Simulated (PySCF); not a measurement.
Species: C₆H₁₀O₂.
SMILES with atom numbers: `[CH3:1]/[CH:2]=[CH:3]\[CH2:4][O:5][C:6]([CH3:7])=[O:8]` (hydrogens: H9, H10, H11 on C1; H12 on C2; H13 on C3; H14, H15 on C4; H16, H17, H18 on C7)

The same species was optimised twice, with GFN2-xTB and with PBE0-D3(BJ)/def2-SVP (PySCF), and the same property calculations (PySCF, gas phase) were run on both structures.

```json
{"coordinate": "C2=C3 (Å)", "GFN2-xTB": "1.324", "PBE0-D3(BJ)/def2-SVP": "1.338", "change": "+0.014"}
{"coordinate": "C6–C7 (Å)", "GFN2-xTB": "1.507", "PBE0-D3(BJ)/def2-SVP": "1.501", "change": "-0.006"}
{"coordinate": "C3–C4 (Å)", "GFN2-xTB": "1.498", "PBE0-D3(BJ)/def2-SVP": "1.493", "change": "-0.005"}
{"coordinate": "O5–C6 (Å)", "GFN2-xTB": "1.337", "PBE0-D3(BJ)/def2-SVP": "1.340", "change": "+0.003"}
{"coordinate": "C4–O5 (Å)", "GFN2-xTB": "1.431", "PBE0-D3(BJ)/def2-SVP": "1.433", "change": "+0.002"}
{"coordinate": "C1–C2 (Å)", "GFN2-xTB": "1.492", "PBE0-D3(BJ)/def2-SVP": "1.493", "change": "+0.001"}
{"coordinate": "C6=O8 (Å)", "GFN2-xTB": "1.202", "PBE0-D3(BJ)/def2-SVP": "1.203", "change": "+0.001"}
{"coordinate": "C4–O5–C6 (°)", "GFN2-xTB": "117.6", "PBE0-D3(BJ)/def2-SVP": "116.7", "change": "-0.9"}
{"coordinate": "C3–C4–O5 (°)", "GFN2-xTB": "110.8", "PBE0-D3(BJ)/def2-SVP": "111.6", "change": "+0.8"}
{"coordinate": "O5–C6–O8 (°)", "GFN2-xTB": "124.2", "PBE0-D3(BJ)/def2-SVP": "123.5", "change": "-0.7"}
{"coordinate": "C2–C3–C4 (°)", "GFN2-xTB": "127.1", "PBE0-D3(BJ)/def2-SVP": "126.5", "change": "-0.6"}
{"coordinate": "C1–C2–C3 (°)", "GFN2-xTB": "127.6", "PBE0-D3(BJ)/def2-SVP": "128.1", "change": "+0.5"}
{"coordinate": "C7–C6–O8 (°)", "GFN2-xTB": "125.1", "PBE0-D3(BJ)/def2-SVP": "125.5", "change": "+0.4"}
{"coordinate": "O5–C6–C7 (°)", "GFN2-xTB": "110.6", "PBE0-D3(BJ)/def2-SVP": "110.9", "change": "+0.3"}
{"coordinate": "C2–C3–C4–O5 (°)", "GFN2-xTB": "135", "PBE0-D3(BJ)/def2-SVP": "117", "change": "-18"}
{"coordinate": "C3–C4–O5–C6 (°)", "GFN2-xTB": "90", "PBE0-D3(BJ)/def2-SVP": "83", "change": "-7"}
{"coordinate": "C4–O5–C6–C7 (°)", "GFN2-xTB": "-178", "PBE0-D3(BJ)/def2-SVP": "-179", "change": "-1"}
```

Rotational constants: A = 6056, B = 865.5, C = 834.6 MHz (GFN2-xTB) against A = 5446, B = 919.7, C = 866.7 MHz (PBE0-D3(BJ)/def2-SVP). Point groups within 0.08 Å: C1 and C1.

On the GFN2-xTB structure: isotropic polarisability (au) 82.5 [B3LYP/def2-SVPD]; HOMO (eV) -7.17 [B3LYP/def2-SVPD]; LUMO (eV) -0.09 [B3LYP/def2-SVPD]; dipole (D) 2.20 [B3LYP/def2-SVPD]; HOMO (eV) -7.36 [PBE0/pcSseg-1]; LUMO (eV) 0.29 [PBE0/pcSseg-1]; dipole (D) 2.13 [PBE0/pcSseg-1]; GIAO shielding of C1 (ppm) 170.7 [PBE0/pcSseg-1]; GIAO shielding of C2 (ppm) 53.1 [PBE0/pcSseg-1]; GIAO shielding of C3 (ppm) 52.7 [PBE0/pcSseg-1]; GIAO shielding of C4 (ppm) 124.8 [PBE0/pcSseg-1]; GIAO shielding of O5 (ppm) 120.0 [PBE0/pcSseg-1]; GIAO shielding of C6 (ppm) 10.6 [PBE0/pcSseg-1]; GIAO shielding of C7 (ppm) 163.5 [PBE0/pcSseg-1]; GIAO shielding of O8 (ppm) -101.2 [PBE0/pcSseg-1].

Question: What do these properties become on the PBE0-D3(BJ)/def2-SVP structure?

Answer: 
```tsv
property	level	on GFN2-xTB	on PBE0-D3(BJ)/def2-SVP	change
isotropic polarisability (au)	B3LYP/def2-SVPD	82.5	83.5	+1.0
HOMO (eV)	B3LYP/def2-SVPD	-7.17	-7.19	-0.02
LUMO (eV)	B3LYP/def2-SVPD	-0.09	-0.20	-0.11
dipole (D)	B3LYP/def2-SVPD	2.20	2.28	+0.08
energy, GFN2-xTB geometry as zero (kcal/mol)	B3LYP/def2-SVPD	0.0	-1.1	-1.1
HOMO (eV)	PBE0/pcSseg-1	-7.36	-7.38	-0.02
LUMO (eV)	PBE0/pcSseg-1	0.29	0.16	-0.13
dipole (D)	PBE0/pcSseg-1	2.13	2.25	+0.12
energy, GFN2-xTB geometry as zero (kcal/mol)	PBE0/pcSseg-1	0.0	-0.8	-0.8
GIAO shielding of C1 (ppm)	PBE0/pcSseg-1	170.7	169.4	-1.3
GIAO shielding of C2 (ppm)	PBE0/pcSseg-1	53.1	47.0	-6.1
GIAO shielding of C3 (ppm)	PBE0/pcSseg-1	52.7	51.6	-1.1
GIAO shielding of C4 (ppm)	PBE0/pcSseg-1	124.8	125.2	+0.4
GIAO shielding of O5 (ppm)	PBE0/pcSseg-1	120.0	117.5	-2.5
GIAO shielding of C6 (ppm)	PBE0/pcSseg-1	10.6	9.7	-0.9
GIAO shielding of C7 (ppm)	PBE0/pcSseg-1	163.5	162.3	-1.2
GIAO shielding of O8 (ppm)	PBE0/pcSseg-1	-101.2	-113.5	-12.3
```

The heavy atoms differ by 0.201 Å rms after alignment. Among the bonds compared C2=C3 changes most (+0.014 Å). Changes are differences of the printed values. Neither structure is proved a minimum here.

Conformer computed: `[CH3:1]/[CH:2]=[CH:3]\[CH2:4][O:5][C:6]([CH3:7])=[O:8]`: C2–C3–C4–O5 117°, C3–C4–O5–C6 83°, C4–O5–C6–C7 -179°.
